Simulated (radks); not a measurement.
Values are calculated unless marked as measured or tabulated.
Task: The cobalt ion Co7+, configuration [Ar] 3d2. Level of theory: Dirac Kohn-Sham, PW91, spin-unpolarised, spherical densities, finite nucleus; open shells fill j = l - 1/2 first; Fermi nuclear charge, rms radius 3.7875 fm (a radial shooting solver on a logarithmic mesh with Libxc functionals).

Spin-orbit splittings of the eigenvalues, e(l+1/2) - e(l-1/2), with zeta = 2 splitting/(2l+1) and mean radii in bohr:

| shell | occ. | splitting (eV) | zeta (eV) | <r> j=l-1/2 | <r> j=l+1/2 |
|---|---|---|---|---|---|
| 2p | 6 | ? | ? | 0.2226 | 0.2258 |
| 3p | 6 | 2.232 | 1.488 | 0.7401 | 0.7471 |
| 3d | 2 | 0.3264 | 0.1306 | 0.7515 | 0.7535 |

Estimate the 2p splitting.

Result: 14.82 eV (zeta = 9.881 eV).
